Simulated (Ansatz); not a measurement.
SiHI₃. Total charge 0; singlet. Geometry r2SCAN-D4/def2-SVP, basis def2-TZVP, Ansatz.

```xyz
5

Si    0.1216    0.0232    0.1004
H     1.2524    0.2418    1.0354
I     1.0462   -0.4319   -2.1188
I    -1.2438    2.0533    0.0733
I    -1.1764   -1.8865    0.9098
```

```json
{"run": "A", "HOMO (eV)": "-6.35", "LUMO (eV)": "-2.83"}
{"run": "B", "HOMO (eV)": "-7.26", "LUMO (eV)": "-2.49"}
{"run": "C", "HOMO (eV)": "-6.83", "LUMO (eV)": "-2.67"}
{"run": "D", "HOMO (eV)": "-10.11", "LUMO (eV)": "0.99"}
{"run": "E", "HOMO (eV)": "-8.87", "LUMO (eV)": "-1.22"}
{"run": "F", "HOMO (eV)": "-7.66", "LUMO (eV)": "-2.19"}
```

In the def2 sets I takes a core potential; there is no spin–orbit coupling.

Question: The runs used B97M-V, BLYP, CAM-B3LYP, HF, PBE0, r2SCANh. Estimate which is which.

Answer: A BLYP (0 % exact exchange); B r2SCANh (10 % exact exchange); C B97M-V (0 % exact exchange); D HF (100 % exact exchange); E CAM-B3LYP (range-separated); F PBE0 (25 % exact exchange). Exact exchange lowers occupied and raises empty levels; among semilocal functionals meta-GGAs tend to open the gap a little, and such runs are hard to tell apart. The gap grows from 3.52 eV (BLYP) to 11.09 eV (HF).
